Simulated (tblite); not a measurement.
C₆H₄FO (doublet state).
SMILES: `[O]c1ccc(F)cc1`

Computed with GFN2-xTB (tblite): harmonic, unscaled wavenumbers at the GFN2-xTB geometry, gas phase. Against measured fundamentals such values can be off by several per cent, at times by over 20. Open shells enter through the occupations alone, without spin polarisation, and single modes of such species can be off by tens of per cent.

Harmonic wavenumbers (cm⁻¹): 113.2, 291.0, 340.0, 350.5, 423.4, 439.4, 468.9, 603.3, 683.5, 745.2, 749.1, 826.1, 841.5, 908.5, 912.4, 968.6, 1086.6, 1145.0, 1207.8, 1219.3, 1276.8, 1397.4, 1406.4, 1484.1, 1551.7, 1579.5, 3090.4, 3091.8, 3105.2, 3106.5.

A = 5550, B = 1536, C = 1203 MHz; mass 111.025 u (most abundant isotopes); point group C2v, symmetry number 2; spin multiplicity 2.

Task: What is the zero-point energy?

Result: Half the sum of the wavenumbers: 17707 cm⁻¹ = 50.62 kcal/mol.

Task: What is S at 200 K and 1 bar for an ideal gas of classical rigid rotors and harmonic oscillators?

Result: Translation 38.07, rotation 25.27, vibration 6.11, spin (R ln 2) 1.38: S = 70.8 cal/(mol K).

Task: And Cp and H(200 K) − H(0)?

Result: Cp = 18.64 cal/(mol K), of which vibrations give 10.69 (their classical limit is 30 R = 59.6); H(200 K) − H(0) = 2.39 kcal/mol without the zero-point energy, 0.80 from vibrations.

Task: Blend soft modes into free rotors: weight 1/[1 + (100 cm⁻¹/ν̃)⁴] for the oscillator and the rest for a rotor with moment μB/(μ + B), μ = h/(8π²ν), B = 10⁻⁴⁴ kg m². What vibrational entropy results?

Result: 6.08 cal/(mol K) in place of 6.11, which changes −T·S at 200 K by 0.00 kcal/mol.

Task: Which modes carry the vibrational entropy at 200 K?

Result: 113.2 cm⁻¹: 2.45; 291.0 cm⁻¹: 0.85; 340.0 cm⁻¹: 0.64; 350.5 cm⁻¹: 0.60; 423.4 cm⁻¹: 0.40; 439.4 cm⁻¹: 0.36 cal/(mol K); the other 24 give 0.80 together.

Task: How do the functions run with temperature in this model?

Result: 
```csv
T (K),S (cal/(mol K)),Cp (cal/(mol K)),H − H(0) (kcal/mol),G − H(0) (kcal/mol),ln q(vib)
50,54.0,8.9,0.41,-2.29,0.04
100,60.8,11.3,0.91,-5.18,0.25
298.15,79.7,26.3,4.60,-19.17,2.18
373.15,86.2,31.7,6.78,-25.39,3.18
500,96.6,39.1,11.29,-36.99,5.00
750,114.4,48.6,22.37,-63.43,8.70
1000,129.2,54.1,35.26,-93.94,12.26
```

q(vib) and H(0) count from the zero-point level.

Hindered rotation and anharmonicity are outside this model.
